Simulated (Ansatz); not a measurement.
Species: C₄H₅OSi (charge 0, doublet). It need not be the lowest isomer of its formula. SMILES: [SiH3]c1c[c]oc1
Geometry from a B3LYP-D3(BJ)/def2-TZVP (Ansatz, a quantum-chemistry and plane-wave program) optimisation:
```xyz
11

Si     2.0106     0.0708     0.1510
C      0.1592     0.0415     0.0176
C     -0.7667     1.1583     0.1298
C     -1.9806     0.5969    -0.0434
O     -1.9464    -0.7174    -0.2488
C     -0.6097    -1.0575    -0.2096
H      2.4307     0.5779     1.4780
H      2.5952     0.9518    -0.8865
H      2.5134    -1.3102    -0.0324
H     -0.5373     2.1930     0.3094
H     -0.3918    -2.0999    -0.3593
```
Charge 0, spin multiplicity 2.

Parts of the frozen-core correlation energy in STO-3G (Ansatz, hartree). Frozen orbitals: 10; correlated occupied orbitals by spin: 16 and 15; virtual: 13 and 14. Open shells are spin-unrestricted. No spin-orbit coupling. Non-relativistic.

```csv
term,value
reference (HF),-511.88868
MP2 opposite-spin,-0.21403
MP2 same-spin,-0.05069
CCSD correlation,-0.35888
(T),-0.01024
T1 diagnostic,0.046
largest doubles amplitude,0.096
<S^2> of the reference,1.299
```
